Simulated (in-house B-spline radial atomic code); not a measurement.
Cs. Computed with a B-spline radial atomic code. Model: non-relativistic spherical atom: semilocal Troullier-Martins pseudo-atom, one channel per l, against all electrons, high spin, G0W0 and RPA with empty states to l = 8, local potential for every l without a channel, a model core (radius 0 = none) keeps its share of the functional.

Without relativity these are model numbers for so heavy an element.

What the tables leave out is listed at the end.

The pseudopotential gives back the lowest level of each angular momentum of its own functional in the configuration it was made in; a second state of the same l is only approximately right. Exact exchange, RPA and GW see the smooth pseudo-orbitals and miss the exchange with the core, for which the functional's share stands in. The column with an uncorrelated core keeps all orbitals and exact exchange, and so separates missing core correlation from pseudisation. Only the three outermost levels and the lowest empty one were computed. RPA here is direct RPA, with no exchange kernel, and its energies carry an (l + 1/2)⁻⁴ tail. A hybrid on a potential with a model core restores only its own semilocal share of the core's exchange.

Command:
```bash
python run_psgw.py task.json out
```
Settings (lengths in bohr, energies in hartree):
```
Z                      55
electrons              55
configuration          [Xe] 6s1
generated_in           [Xe] 6s1
functional             lda,vwn
core_shells            10
radius_factor          1.15
core_correction        True
ion_configuration      [Kr] 4d10 5s2 5p6
```

Time taken, with all properties: 82 s on 1 thread of Arm Neoverse N1 (shared host).

Given: made with LDA VWN5; model core radius 1.41 bohr; local radius 2.278 bohr; mean-field start LDA VWN5.

Valence shells of the generating configuration: 5p, 6s.

Channel: s 3.4, p 2.08, d 3.4 (radii in bohr).

Computed: largest level miss in the spin-unpolarised generating configuration 0 eV; valence RPA correlation energy all-electron orbitals -0.27295 hartree; valence RPA correlation energy pseudo -0.37836 hartree; all-electron RPA polarisability, core included 234.93 bohr³; pseudo-atom RPA polarisability 234.98 bohr³; ionisation by RPA all-electron 4.1753 eV; ionisation by RPA pseudo minus all 0.254 eV.

| level | occupied | mean-field all-electron (eV) | mean-field pseudo minus all (eV) | G0W0 all-electron (eV) | G0W0 uncorrelated core minus all (eV) | G0W0 pseudo minus all (eV) | exchange self-energy all-electron (eV) | exchange self-energy pseudo (eV) |
| --- | --- | --- | --- | --- | --- | --- | --- | --- |
| 6s up | 1 | -2.3009 | -0.002 | -3.9448 | 0.039 | -0.141 | -5.2714 | -5.1642 |
| 6s down (empty) | 0 | -1.8588 | -0.002 | -0.75265 | 0.036 | -0.168 | -0.8944 | -0.8309 |

(1) What is the ionisation by mean-field pseudo minus all?

(2) What is the ionisation by mean-field all-electron?

Given: mean-field start PBE0.

Computed: valence RPA correlation energy all-electron orbitals -0.24729 hartree; valence RPA correlation energy pseudo -0.34873 hartree; all-electron RPA polarisability, core included 213.45 bohr³; pseudo-atom RPA polarisability 193.1 bohr³; ionisation by mean-field all-electron 3.751 eV; ionisation by RPA all-electron 4.0454 eV.

```
          level  occupied  mean-field all-electron (eV)  mean-field pseudo minus all (eV)  G0W0 all-electron (eV)  G0W0 uncorrelated core minus all (eV)  G0W0 pseudo minus all (eV)  exchange self-energy all-electron (eV)  exchange self-energy pseudo (eV)
          6s up         1                       -2.5736                             -0.08                 -3.9872                                  0.042                      -0.185                                 -4.9611                           -5.0747
6s down (empty)         0                       -1.0097                            -0.068                -0.45413                                  0.044                      -0.096                                -0.84512                          -0.83057
```

(3) What is the ionisation by RPA pseudo minus all?

(4) What is the ionisation by mean-field pseudo minus all?

## Answers

(1) 0.001 eV.

(2) 3.9492 eV.

(3) 0.233 eV.

(4) 0.115 eV.

Among the listed levels the largest G0W0 shift of the pseudo-atom is -0.18 eV, for 6s up on the PBE0 start, while leaving the core uncorrelated moves that level by +0.04 eV. So pseudisation and the lost core exchange, not the missing core correlation, make the error. Not in the tables (levels of low weight, unsolved or above zero; the highest and the empty levels are kept at any weight): on LDA the G0W0 levels 5p down (pseudo minus all +0.73 eV, weights 0.08 and 0.12), 5p up (pseudo minus all +0.76 eV, weights 0.07 and -0.01); on PBE0 the G0W0 levels 5p down (pseudo minus all +0.97 eV, weights 0.52 and 0.37), 5p up (pseudo minus all +0.97 eV, weights 0.39 and 0.37); no Hartree-Fock pseudo-atom is run with a model core.
